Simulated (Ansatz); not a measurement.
**AlClFH5SiSn: where a starting geometry ends**

The starting geometry of this gas-phase singlet was optimised with GFN2-xTB.

```xyz
10

Al    2.7027   -2.2656   -2.0853
Cl    0.9572   -0.9630   -2.3005
F     4.0607   -1.4104   -2.4550
Si   -0.7779   -1.1878    0.9496
Sn    0.0749   -2.8912   -0.8484
H     2.3654   -3.5128   -2.9634
H     2.5245   -2.5851   -0.4763
H     0.2850   -0.3028    1.4797
H    -1.8123   -0.2477    0.4445
H    -1.4061   -1.7321    2.1809
```

Question: Predict what it relaxes into with PBE-D3(BJ)/def2-SVP.

Answer: A new bond forms, giving a structure with Cl2 bridging Al1 and Sn5, H7 bridging Sn5 and Al1, given below by its coordinates. Contacts that close: Sn5–H7 (2.50 → 1.97 Å).

The energy falls by 0.87 eV over 24 steps:

```tsv
step	E − E(last) (eV)
1	0.875
4	0.249
6	0.162
9	0.061
11	0.032
14	0.004
16	0.001
19	0.000
21	0.000
24	0.000
```

Final geometry (Å):

```xyz
10

Al    2.3929   -2.1763   -1.8738
Cl    0.5018   -1.4054   -2.8541
F     3.0870   -0.9793   -0.9154
Si   -0.3166   -1.0724    0.7902
Sn   -0.4663   -3.0969   -0.9723
H     3.2903   -3.0423   -2.8504
H     1.4864   -3.2783   -0.8462
H     0.9570   -0.2768    0.7194
H    -1.4848   -0.1506    0.5387
H    -0.4733   -1.6202    2.1897
```

Frequencies at the end are all real (lowest 52 cm⁻¹). Atoms past krypton carry core potentials, without spin–orbit terms. Run with Ansatz 0.2.0, 38 s on 2 threads of Intel(R) Xeon(R) 6975P-C (Granite Rapids) (shared host).
